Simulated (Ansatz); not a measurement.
Start from `[NH2][AlH][SiH]([SiH3])Cl` and change one atom or group to get `[SiH3][SiH2]Cl`.

Ansatz, PBE0-D4/def2-TZVP geometries, multiplicity 1. Each molecule was computed in one conformer, which needn't be the lowest.

```
                                        property  `[NH2][AlH][SiH]([SiH3])Cl`
             HOMO–LUMO gap (PBE/def2-TZVPP) / eV                         3.82
           LUMO energy (ωB97M-V/def2-TZVPP) / eV                         0.11
               LUMO energy (PBE/def2-TZVPP) / eV                        -2.35
size of the dipole moment (B3LYP/def2-TZVPP) / D                         2.37
           HOMO–LUMO gap (B3LYP/def2-TZVPP) / eV                         5.31
               HOMO energy (PBE/def2-TZVPP) / eV                        -6.17
```

Question: Give the same properties after the change, and the shifts. (Estimate.)

Answer: Computed: 
| property | `[SiH3][SiH2]Cl` | shift |
| --- | --- | --- |
| HOMO–LUMO gap (PBE/def2-TZVPP) / eV | 5.59 | 1.77 |
| LUMO energy (ωB97M-V/def2-TZVPP) / eV | 1.26 | 1.15 |
| LUMO energy (PBE/def2-TZVPP) / eV | -1.44 | 0.91 |
| size of the dipole moment (B3LYP/def2-TZVPP) / D | 1.33 | -1.04 |
| HOMO–LUMO gap (B3LYP/def2-TZVPP) / eV | 7.27 | 1.96 |
| HOMO energy (PBE/def2-TZVPP) / eV | -7.03 | -0.86 |

With PBE0 the HOMO falls by 0.97 eV and the LUMO rises by 1.02 eV, so the gap widens by about 1.99 eV. PBE moves the HOMO by -0.86 eV and ωB97M-V by -1.08 eV. Dipoles are sizes alone; their direction can turn.

B3LYP here is the variant with VWN-RPA as its local correlation; programs differ in this.
